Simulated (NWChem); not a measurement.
System: C₃H₆NO, doublet; SMILES CN(C)[C]=O

Parts of the log:

```
             Northwest Computational Chemistry Package (NWChem) 7.3.0
             --------------------------------------------------------

                             Geometry "geometry" -> ""
                             -------------------------

 Output coordinates in angstroms (scale by  1.889725989 to convert to a.u.)

  No.       Tag          Charge          X              Y              Z
 ---- ---------------- ---------- -------------- -------------- --------------
    1 C                    6.0000     0.91399200    -1.48881300    -0.00000700
    2 N                    7.0000     0.06052700    -0.32705800     0.00020000
    3 C                    6.0000    -1.37460100    -0.53498100    -0.00011500
    4 C                    6.0000     0.57991700     0.90517300     0.00009000
    5 O                    8.0000     0.04210800     1.97209900     0.00003500
    6 H                    1.0000     1.96214300    -1.16334800     0.00072400
    7 H                    1.0000     0.73594300    -2.11254700     0.89280700
    8 H                    1.0000     0.73693200    -2.11162600    -0.89367200
    9 H                    1.0000    -1.87050400     0.44378300     0.00136200
   10 H                    1.0000    -1.68954900    -1.09732000    -0.89522500
   11 H                    1.0000    -1.68939900    -1.09986400     0.89343200

 Effective nuclear repulsion energy (a.u.)     172.1701127698

  pbe96 is a nonlocal functional; adding pw91lda local functional.
                              NWChem Property Module
                              ----------------------

  itol2e modified to match energy
  convergence criterion.

                                 NWChem DFT Module
                                 -----------------

 Summary of "ao basis" -> "ao basis" (spherical)
 ------------------------------------------------------------------------------
       Tag                 Description            Shells   Functions and Types
 ---------------- ------------------------------  ------  ---------------------
 C                           6-31g*                  6       14   3s2p1d
 N                           6-31g*                  6       14   3s2p1d
 O                           6-31g*                  6       14   3s2p1d
 H                           6-31g*                  2        2   2s

  itol2e modified to match energy
  convergence criterion.

            General Information
            -------------------
          SCF calculation type: DFT
          Wavefunction type:  spin polarized.
          No. of atoms     :    11
          No. of electrons :    39
           Alpha electrons :    20
            Beta electrons :    19
          Charge           :     0
          Spin multiplicity:     2
          Use of symmetry is: off; symmetry adaption is: off
          Maximum number of iterations: 150
          AO basis - number of functions:    82
                     number of shells:    42
          Convergence on energy requested:  1.00D-07
          Convergence on density requested:  1.00D-05
          Convergence on gradient requested:  5.00D-04

              XC Information
              --------------
          PerdewBurkeErnzerhof Exchange Functional  1.000
            Perdew 1991 LDA Correlation Functional  1.000 local
           PerdewBurkeErnz. Correlation Functional  1.000 non-local

             Grid Information
             ----------------
          Grid used for XC integration:  fine
          Radial quadrature: Mura-Knowles
          Angular quadrature: Lebedev.
          Tag              B.-S. Rad. Rad. Pts. Rad. Cut. Ang. Pts.
          ---              ---------- --------- --------- ---------
          C                   0.70       70          10.0       590
          N                   0.65       70           7.0       590
          O                   0.60       70          11.0       590
          H                   0.35       60          11.0       590
          Grid pruning is: on
          Number of quadrature shells:   710
          Spatial weights used:  Erf1

      Superposition of Atomic Density Guess
      -------------------------------------

 Sum of atomic energies:        -245.01824816

      Non-variational initial energy
      ------------------------------

 Total energy =    -247.842984
 1-e energy   =    -672.857119
 2-e energy   =     252.844022
 HOMO         =      -0.126608
 LUMO         =       0.091412

   convergence    iter        energy       DeltaE   RMS-Dens  Diis-err
 ---------------- ----- ----------------- --------- --------- ---------
 d= 0,ls=0.0,diis     1   -247.4266220159 -4.20D+02  1.62D-02  2.54D-01
                                                     1.16D-02  2.55D-01
 d= 0,ls=0.0,diis     2   -246.5670769670  8.60D-01  1.45D-02  2.36D+00
                                                     9.59D-03  2.15D+00
 d= 0,ls=0.0,diis     3   -247.5352388145 -9.68D-01  2.31D-03  2.74D-02
                                                     1.56D-03  2.76D-02
 d= 0,ls=0.0,diis     4   -247.5420242406 -6.79D-03  1.17D-03  1.04D-02
                                                     7.85D-04  9.46D-03
 d= 0,ls=0.0,diis     5   -247.5460451586 -4.02D-03  3.33D-04  1.36D-03
                                                     3.00D-04  1.35D-03
  Resetting Diis
 d= 0,ls=0.0,diis     6   -247.5465867140 -5.42D-04  9.52D-05  9.26D-05
                                                     8.99D-05  8.97D-05
 d= 0,ls=0.0,diis     7   -247.5466316469 -4.49D-05  4.58D-05  4.95D-06
                                                     3.78D-05  4.26D-06
 d= 0,ls=0.0,diis     8   -247.5466255820  6.06D-06  3.32D-05  1.89D-05
                                                     3.08D-05  1.97D-05
 d= 0,ls=0.0,diis     9   -247.5466331129 -7.53D-06  1.40D-05  1.99D-06
                                                     9.52D-06  1.81D-06
 d= 0,ls=0.0,diis    10   -247.5466338707 -7.58D-07  3.23D-06  4.77D-08
                                                     2.80D-06  6.80D-08
 d= 0,ls=0.0,diis    11   -247.5466338983 -2.77D-08  1.21D-06  1.42D-08
                                                     8.10D-07  9.06D-09

         Total DFT energy =     -247.546633898341
      One electron energy =     -676.271780961416
           Coulomb energy =      290.253646907840
    Exchange-Corr. energy =      -33.698612614583
 Nuclear repulsion energy =      172.170112769818

 Numeric. integr. density =       38.999998241805

[...]

          -----------------------
          Electric field gradient
          -----------------------

 1 a.u. = 0.324123 10**(16) esu/cm**3  ( or statvolts/cm**2 ) = 0.97174 10**(22) v/m**2

 ------------------------------------------------------------
   Atom      X         Y         Z
 ------------------------------------------------------------
    1 C    1.72719  -2.81345  -0.00001
 ------------------------------------------------------------

 Electric field gradient in molecular frame (a.u.)
         XX             YY             ZZ             XY             XZ             YZ
 ------------------------------------------------------------------------------------------
        0.000505      -0.104830       0.104325       0.185837       0.000029      -0.000006

 Principal components (a.u.) and orientation
 of principal axis w.r.t. absolute frame                      Asymmetry parameter eta
 --------------------------------------------------------------------------------------
       -0.245318       0.140993       0.104325                       0.149470

       -0.603047       0.797706      -0.000392
        0.797706       0.603046      -0.000378
        0.000065       0.000541       1.000000

 ------------------------------------------------------------
   Atom      X         Y         Z
 ------------------------------------------------------------
    2 N    0.11438  -0.61805   0.00038
 ------------------------------------------------------------

 Electric field gradient in molecular frame (a.u.)
         XX             YY             ZZ             XY             XZ             YZ
 ------------------------------------------------------------------------------------------
       -0.508826      -0.434172       0.942998      -0.037938      -0.000081      -0.000061

 Principal components (a.u.) and orientation
 of principal axis w.r.t. absolute frame                      Asymmetry parameter eta
 --------------------------------------------------------------------------------------
        0.942998      -0.524721      -0.418277                       0.112879

       -0.000055       0.922319      -0.386430
       -0.000043       0.386430       0.922319
        1.000000       0.000067       0.000018

 ------------------------------------------------------------
   Atom      X         Y         Z
 ------------------------------------------------------------
    3 C   -2.59762  -1.01097  -0.00022
 ------------------------------------------------------------

 Electric field gradient in molecular frame (a.u.)
         XX             YY             ZZ             XY             XZ             YZ
 ------------------------------------------------------------------------------------------
       -0.239503       0.140702       0.098801      -0.069275      -0.000043       0.000046

 Principal components (a.u.) and orientation
 of principal axis w.r.t. absolute frame                      Asymmetry parameter eta
 --------------------------------------------------------------------------------------
       -0.251732       0.152931       0.098801                       0.215031

        0.984774      -0.173840       0.000072
        0.173840       0.984773      -0.000967
        0.000097       0.000965       1.000000

 ------------------------------------------------------------
   Atom      X         Y         Z
 ------------------------------------------------------------
    4 C    1.09588   1.71053   0.00017
 ------------------------------------------------------------

 Electric field gradient in molecular frame (a.u.)
         XX             YY             ZZ             XY             XZ             YZ
 ------------------------------------------------------------------------------------------
        0.275810       0.068098      -0.343908      -0.060942       0.000025       0.000006

 Principal components (a.u.) and orientation
 of principal axis w.r.t. absolute frame                      Asymmetry parameter eta
 --------------------------------------------------------------------------------------
       -0.343908       0.292370       0.051538                       0.700280

       -0.000042       0.965007       0.262223
       -0.000020      -0.262223       0.965007
        1.000000       0.000035       0.000031

 ------------------------------------------------------------
   Atom      X         Y         Z
 ------------------------------------------------------------
    5 O    0.07957   3.72673   0.00007
 ------------------------------------------------------------

 Electric field gradient in molecular frame (a.u.)
         XX             YY             ZZ             XY             XZ             YZ
 ------------------------------------------------------------------------------------------
        0.135826      -0.158174       0.022348       0.496926       0.000071       0.000044

 Principal components (a.u.) and orientation
 of principal axis w.r.t. absolute frame                      Asymmetry parameter eta
 --------------------------------------------------------------------------------------
       -0.529387       0.507039       0.022348                       0.915571

       -0.598470       0.801145      -0.000131
        0.801145       0.598470      -0.000113
        0.000013       0.000172       1.000000

 ------------------------------------------------------------
   Atom      X         Y         Z
 ------------------------------------------------------------
    6 H    3.70791  -2.19841   0.00137
 ------------------------------------------------------------

 Electric field gradient in molecular frame (a.u.)
         XX             YY             ZZ             XY             XZ             YZ
 ------------------------------------------------------------------------------------------
       -0.246354       0.098489       0.147865      -0.111935      -0.000271      -0.000087

 Principal components (a.u.) and orientation
 of principal axis w.r.t. absolute frame                      Asymmetry parameter eta
 --------------------------------------------------------------------------------------
       -0.279502       0.147866       0.131636                       0.058065

        0.958841      -0.000530      -0.283944
        0.283944      -0.000556       0.958841
        0.000666       1.000000       0.000383

 ------------------------------------------------------------
   Atom      X         Y         Z
 ------------------------------------------------------------
    7 H    1.39073  -3.99213   1.68716
 ------------------------------------------------------------

 Electric field gradient in molecular frame (a.u.)
         XX             YY             ZZ             XY             XZ             YZ
 ------------------------------------------------------------------------------------------
        0.124513       0.004353      -0.128866      -0.030563       0.057697       0.188097

 Principal components (a.u.) and orientation
 of principal axis w.r.t. absolute frame                      Asymmetry parameter eta
 --------------------------------------------------------------------------------------
       -0.272370       0.144490       0.127880                       0.060984

       -0.161101       0.650147       0.742533
       -0.566924       0.554888      -0.608849
        0.807864       0.519046      -0.279191

 ------------------------------------------------------------
   Atom      X         Y         Z
 ------------------------------------------------------------
    8 H    1.39260  -3.99039  -1.68880
 ------------------------------------------------------------

 Electric field gradient in molecular frame (a.u.)
         XX             YY             ZZ             XY             XZ             YZ
 ------------------------------------------------------------------------------------------
        0.124637       0.004742      -0.129379      -0.030298      -0.057444      -0.187981

 Principal components (a.u.) and orientation
 of principal axis w.r.t. absolute frame                      Asymmetry parameter eta
 --------------------------------------------------------------------------------------
       -0.272357       0.144479       0.127877                       0.060955

        0.160208       0.650821       0.742136
        0.566084       0.555343      -0.609215
        0.808630      -0.517713       0.279449

 ------------------------------------------------------------
   Atom      X         Y         Z
 ------------------------------------------------------------
    9 H   -3.53474   0.83863   0.00257
 ------------------------------------------------------------

 Electric field gradient in molecular frame (a.u.)
         XX             YY             ZZ             XY             XZ             YZ
 ------------------------------------------------------------------------------------------
        0.040045      -0.186868       0.146823       0.168344       0.000255      -0.000510

 Principal components (a.u.) and orientation
 of principal axis w.r.t. absolute frame                      Asymmetry parameter eta
 --------------------------------------------------------------------------------------
       -0.276420       0.146823       0.129596                       0.062322

       -0.469640      -0.000071       0.882858
        0.882857      -0.001563       0.469639
        0.001346       0.999999       0.000796

[...]
```

Level: PBE/6-31G* (spherical d), spin-unrestricted. Structure relaxed at the PBE0/def2-SVP, spin-unrestricted level. No frequency run checked for a minimum. No stability test was run on the SCF state. NWChem prints the field gradient with the sign opposite to the second derivative of the potential.

Q: Reconstruct the input file.

A: One answer among several that fit: the input that was run:
```
start job
memory heap 200 mb stack 900 mb global 1100 mb
geometry units angstroms noautosym nocenter noautoz
  C      0.913992    -1.488813    -0.000007
  N      0.060527    -0.327058     0.000200
  C     -1.374601    -0.534981    -0.000115
  C      0.579917     0.905173     0.000090
  O      0.042108     1.972099     0.000035
  H      1.962143    -1.163348     0.000724
  H      0.735943    -2.112547     0.892807
  H      0.736932    -2.111626    -0.893672
  H     -1.870504     0.443783     0.001362
  H     -1.689549    -1.097320    -0.895225
  H     -1.689399    -1.099864     0.893432
end
basis spherical
  C library 6-31g*
  N library 6-31g*
  O library 6-31g*
  H library 6-31g*
end
dft
  odft
  mult 2
  xc xpbe96 cpbe96
  iterations 150
end
property
  efieldgrad
end
task dft property
```
